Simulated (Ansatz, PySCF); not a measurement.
Reaction (SMILES): FC(F)=CCl + 3 C (CH4) -> C=C (C2H4) [ethene] + CCl (CH3Cl) + 2 CF (CH3F)
Geometries: B3LYP-D3(BJ)/def2-TZVP minima from Ansatz (a first-principles code).
Geometry of the first species:
```xyz
6

C      0.4934    -0.5969     0.0116
C     -0.7993    -0.3316     0.0744
F     -1.7238    -1.2674     0.2000
F     -1.3440     0.8633     0.0232
Cl     1.6824     0.6366    -0.1521
H      0.8441    -1.6141     0.0623
```
Charge 0, spin multiplicity 1.

Wanted: bond separation energy (electronic energy difference), in kcal/mol. Correlated levels leave the core frozen unless marked. Spin-orbit coupling is left out. Non-relativistic. CBS(X,Y): correlation extrapolated as X^-3; Hartree-Fock from the larger set.

CCSD(T)/CBS(cc-pV(T+d)Z,cc-pV(Q+d)Z) (Ansatz) gives 15.0 kcal/mol.

Task: Another calculation gave 14.5 kcal/mol. Which level was it?
A. r2SCAN/def2-TZVPD (Ansatz)
B. revPBE/def2-TZVPD (Ansatz)
C. HF/def2-TZVPD (PySCF)
D. B3LYP/def2-TZVPD (Ansatz)

Result: D, B3LYP/def2-TZVPD (Ansatz). The others give 17.4 (revPBE), 20.6 (r2SCAN), 8.1 (HF) kcal/mol.
